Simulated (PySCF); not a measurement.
Compound: C5H7N2S (doublet state).
Atom-mapped SMILES: `[CH:1]1[N:2]=[C:3]([CH:4]2[CH2:5][CH2:6]2)[S:7][NH:8]1` (hydrogens: H9 on C1; H10 on C4; H11, H12 on C5; H13, H14 on C6; H15 on N8)

Geometry (GFN2-xTB, Å), atoms numbered from 1 in this order:
```xyz
15
C5H7N2S angstrom
C      2.287   -0.707   -0.175
N      0.992   -0.769   -0.176
C      0.403    0.363    0.106
C     -1.027    0.606    0.174
C     -1.945   -0.070   -0.820
C     -1.949   -0.508    0.606
S      1.583    1.690    0.369
N      2.820    0.567    0.001
H      2.929   -1.549   -0.329
H     -1.280    1.614    0.479
H     -2.784    0.495   -1.197
H     -1.483   -0.724   -1.542
H     -1.490   -1.456    0.839
H     -2.791   -0.251    1.230
H      3.730    0.707    0.413
```

The hyperfine couplings belong to this conformer and change with its torsions.

Method: PySCF, UKS B3LYP, pcH-1 on C H N S, non-relativistic, mean-field spin-orbit, GIAO. Isolated species at its GFN2-xTB geometry (one conformer only). A GFN2-xTB geometry isn't a minimum of the functional, and hyperfine couplings can be far from their values at a DFT geometry. The SCF solution wasn't tested for stability.

Computed for the main isotopes (class means, splittings of 0.05 mT or more): g = 2.0034; H9 1H -32.0 MHz (1.14 mT); N8 14N +22.4 MHz (0.80 mT); H15 1H +14.8 MHz (0.53 mT); N2 14N -9.9 MHz (0.35 mT); H11/H14 1H +3.6 MHz (0.13 mT); H12/H13 1H -3.1 MHz (0.11 mT); 324 first-order lines, 4.46 mT wide. Two of these splittings differ by less than 0.03 mT, so with lines wider than that fewer lines would be seen.

(1) What changes when 1H at H12/H13 is replaced by 2H at both sites?

(2) What changes when 14N at N8 is replaced by 15N?

(3) Give position and intensity of the satellites from 13C at C3.

(4) Where do the 13C satellites of C1 appear, and how strong are they?

Answers

(1) The spin density stays the same (vibrational effects aside), so a scales with the nuclear g factor: 0.85744/5.58569 = 0.1535, so a goes from -3.1 to -0.5 MHz (0.017 mT). The spin goes from 1/2 to 1, so the 1:2:1 triplet becomes a 1:2:3:2:1 quintet. The spectrum then has 540 first-order lines over 4.30 mT, counting the new splitting although it is under 0.05 mT.

(2) At a fixed geometry a is proportional to g_N: -0.56638/0.40376 = -1.4028, so a goes from +22.4 to -31.4 MHz (1.121 mT). The spin goes from 1 to 1/2, so the 1:1:1 triplet becomes a 1:1 doublet. The spectrum then has 216 first-order lines over 3.98 mT.

(3) a = +56.0 MHz, or 2.00 mT in magnitude, and I = 1/2, so to first order each main line has two satellites, at ±1.00 mT. The isotope's abundance is about 1.07 %, shared among 2 lines, so each has 0.54 % of the main line's intensity.

(4) a = +35.8 MHz, or 1.28 mT in magnitude, and I = 1/2, so to first order each main line has two satellites, at ±0.64 mT. The isotope's abundance is about 1.07 %, shared among 2 lines, so each has 0.54 % of the main line's intensity.

Means are taken over nuclei equivalent by connectivity, which assumes that they swap fast.
